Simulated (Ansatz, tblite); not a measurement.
Species of one formula, C3H10Si (singlet), each relaxed with PBE0-D4/def2-SVP in Ansatz.

The xTB rows come from tblite. Correlated methods freeze 8 core orbitals.

Other spin states weren't relaxed.

A: Si(iPr)H3 (C₃H₁₀Si)

B: SiHMe3 (C3H10Si)

C: SiH2MeEt (C3H10Si)

**Question.** Estimate which lies lowest at each level, and how far above it the others are (eV).

**Answer.** 
```json
{"level": "GFN1-xTB", "A": "0.00", "B": "0.03", "C": "0.04"}
{"level": "GFN2-xTB", "A": "0.00", "B": "0.37", "C": "0.22"}
{"level": "HF/STO-3G", "A": "1.13", "B": "0.00", "C": "0.59"}
{"level": "HF/def2-TZVP", "A": "0.96", "B": "0.00", "C": "0.50"}
{"level": "PBE-D4/def2-SVP", "A": "0.85", "B": "0.00", "C": "0.47"}
{"level": "PBE-D4/def2-TZVP", "A": "1.01", "B": "0.00", "C": "0.56"}
{"level": "revPBE-D4/def2-TZVP", "A": "0.98", "B": "0.00", "C": "0.54"}
{"level": "r2SCAN-D4/def2-TZVP", "A": "1.08", "B": "0.00", "C": "0.60"}
{"level": "PBE0-D4/def2-SVP", "A": "0.88", "B": "0.00", "C": "0.48"}
{"level": "PBE0-D4/def2-TZVP", "A": "1.02", "B": "0.00", "C": "0.56"}
{"level": "B2PLYP/def2-TZVP", "A": "1.02", "B": "0.00", "C": "0.55"}
{"level": "PBE-QIDH/def2-TZVP", "A": "1.02", "B": "0.00", "C": "0.56"}
{"level": "RPA@PBE/def2-TZVP", "A": "0.89", "B": "0.00", "C": "0.50"}
{"level": "MP2/def2-TZVP", "A": "1.01", "B": "0.00", "C": "0.57"}
{"level": "CCSD/def2-TZVP", "A": "0.98", "B": "0.00", "C": "0.54"}
{"level": "CCSD(T)/def2-TZVP", "A": "0.97", "B": "0.00", "C": "0.54"}
```
Point groups (tolerance 0.1 Å): A not assigned, B C3v, C not assigned. From def2-SVP to def2-TZVP the PBE0 values move by up to 0.14 eV, so results in the small set are rough.
